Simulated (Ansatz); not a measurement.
Consider the hydrogenolysis of a C–Al bond: `FC#[C][AlH2]` + H₂ → `C#CF` + `[AlH3]`.

Program: Ansatz. Geometries: PBE0-D4/def2-TZVP. ΔE: electronic, gas phase. CBS: MP2 limit from def2 TZ/QZ plus the TZ coupled-cluster correction, frozen cores. This one scheme is used for every species. Functionals use def2-TZVPP. B3LYP here is the variant with VWN-RPA as its local correlation; programs differ in this. HSE06 is defined as in plane-wave codes.

`FC#[C][AlH2]`:

```xyz
6

F     2.921    0.557   -0.738
C     1.714    0.327   -0.431
C     0.561    0.107   -0.138
Al   -1.247   -0.238    0.314
H    -2.307    0.923    0.155
H    -1.642   -1.676    0.837
```

H₂:

Z-matrix (Å, degrees):
```
H
H 1 0.746
```

`C#CF`:

Cartesian coordinates in Å:
```
C -0.381 0.138 -0.505
C 0.320 -0.116 0.425
F 1.067 -0.385 1.415
H -1.006 0.363 -1.335
```

`[AlH3]`:

```xyz
4

Al    0.000    0.000    0.000
H     0.398   -1.447   -0.512
H    -1.031    0.163    1.194
H     0.633    1.284   -0.682
```

| level | ΔE (kJ/mol) | difference from CCSD(T)/CBS |
| --- | --- | --- |
| LDA (SPW92) | 55.0 | -4.8 |
| PBE-D4 | 60.8 | 1.0 |
| revPBE-D4 | 63.2 | 3.4 |
| r2SCAN-D4 | 67.4 | 7.6 |
| B97M-V | 55.1 | -4.7 |
| PBE0-D4 | 56.6 | -3.2 |
| B3LYP-D4 | 57.3 | -2.5 |
| r2SCANh-D4 | 65.0 | 5.2 |
| r2SCAN0-D4 | 61.6 | 1.8 |
| HSE06-D4 | 57.0 | -2.8 |
| CAM-B3LYP-D4 | 51.8 | -8.0 |
| ωB97X-V | 54.1 | -5.7 |
| ωB97M-V | 56.3 | -3.5 |
| B2PLYP | 57.9 | -1.9 |
| PBE-QIDH | 58.1 | -1.7 |
| PBE | 58.2 | -1.6 |
| revPBE | 58.4 | -1.4 |
| BLYP | 55.9 | -3.9 |
| PBE0 | 54.3 | -5.5 |
| B3LYP | 53.0 | -6.8 |
| r2SCANh | 64.3 | 4.5 |
| r2SCAN0 | 60.8 | 1.0 |
| HSE06 | 54.7 | -5.1 |
| BHLYP | 49.1 | -10.7 |
| CAM-B3LYP | 49.3 | -10.5 |
| LC-ωPBE | 48.9 | -10.9 |
| RPA@PBE/def2-TZVPP | 57.8 | -2.0 |
| HF/def2-SVP | 36.8 | -23.0 |
| CCSD/def2-SVP | 45.4 | -14.4 |
| CCSD(T)/def2-SVP | 49.5 | -10.3 |
| HF/def2-TZVPP | 41.3 | -18.5 |
| MP2/def2-TZVPP | 66.4 | 6.6 |
| SCS-MP2/def2-TZVPP | 60.8 | 1.0 |
| CCSD(T)/def2-TZVPP | 58.8 | -1.0 |
| HF/def2-QZVPP | 41.1 | -18.7 |
| MP2/def2-QZVPP | 66.9 | 7.1 |
| SCS-MP2/def2-QZVPP | 61.2 | 1.4 |
| HF/CBS(def2) | 41.1 | -18.7 |
| MP2/CBS(def2) | 67.4 | 7.6 |
| CCSD/CBS(def2) | 54.7 | -5.1 |
| CCSD(T)/CBS | 59.8 | 0 |

Largest T1 diagnostic among the species: 0.013.

Leaving LDA and LC-ωPBE aside and taking each functional with its dispersion term where it has one, the values spread over 15.6 kJ/mol, from CAM-B3LYP-D4 to r2SCAN-D4. LDA lies −3.2 kJ/mol from PBE without D4. From PBE to PBE0 (25 % exact exchange), in def2-TZVPP and without D4, ΔE moves by −3.9 kJ/mol. The D4 term adds +4.3 kJ/mol with B3LYP and +2.3 kJ/mol with PBE0; it sums over pairs of atoms, weighted by their polarisabilities, and B3LYP, whose exchange is more repulsive, gets the larger term.
